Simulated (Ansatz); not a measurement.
The cluster Zr3O6⁻. Charge -1, multiplicity 2. Geometry PBE-D4/def2-SVP; atoms count from 1.

```csv
atom,x (Å),y (Å),z (Å)
Zr1,-1.0275,-0.7912,-0.2440
Zr2,1.2010,0.2649,2.0516
Zr3,0.0819,2.3878,-0.1243
O4,2.8259,-0.3845,1.7348
O5,1.1747,2.7542,-1.4786
O6,-0.6319,-2.0787,-1.7012
O7,-0.2352,-1.0196,1.5677
O8,-1.3672,1.1298,-0.6389
O9,-2.0216,-2.2626,-1.1671
```

In the def2 sets Zr takes a core potential; there is no spin–orbit coupling. The structure holds 1 bond(s) between oxygen atoms. No other spin state of charge -1 was run. Another isomer (doublet) lies 5.23 eV lower at PBE0-D4/def2-TZVPD; other spin states weren't run for this one.

(1) Estimate the Mulliken populations from the PBE0/def2-TZVPD orbitals of Ansatz.

(2) Where does the spin sit?

(3) And the Mayer bond orders between bonded heavy atoms (over 0.3)?

Results:

(1) 
```
atom  charge (e)  spin (α − β)  d electrons
 Zr1        1.80          0.23         1.78
 Zr2        0.84          0.43         2.15
 Zr3        0.84          0.43         2.15
  O4       -0.80          0.00            –
  O5       -0.80          0.00            –
  O6       -0.53          0.01            –
  O7       -0.90         -0.04            –
  O8       -0.90         -0.04            –
  O9       -0.55          0.00            –
```
Mulliken values and Mayer orders depend strongly on the basis. With diffuse functions, as here, like atoms can get unlike values, and bond orders can come out too low or too high.

(2) Summed by element: Zr 1.09, O -0.09, of 1 unpaired in all. Largest on single atoms: Zr2 0.43, Zr3 0.43, Zr1 0.23.

(3) Zr1–Zr2 0.32 (3.37 Å); Zr1–Zr3 0.32 (3.37 Å); Zr1–O6 0.74 (1.98 Å); Zr1–O7 0.69 (1.99 Å); Zr1–O8 0.69 (1.99 Å); Zr1–O9 0.66 (2.00 Å); Zr2–Zr3 1.33 (3.24 Å); Zr2–O4 1.84 (1.78 Å); Zr2–O7 0.69 (1.99 Å); Zr3–O5 1.84 (1.78 Å); Zr3–O8 0.69 (1.99 Å); O6–O9 0.69 (1.50 Å).
